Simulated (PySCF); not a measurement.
**Electron correlation in Br³⁺ (bromine, charge +3)**

[Ar] 3d10 4s2 4p2, high-spin 3P determinant. Computed with PySCF 2.14 in ANO-RCC-VTZP, with scalar relativity by spin-free X2C-1e. Frozen: [Ne]; 22 electrons correlated.

```tsv
level	correlation energy (mhartree)
CCSD	-143.80
(T)	-3.64
CCSD(T)	-147.44
```

Diagnostics: T1 = 0.0036, D1 = 0.0166, largest double amplitude 0.089.

Cost of the coupled-cluster step: roughly 5 core-seconds, for 22 correlated electrons.
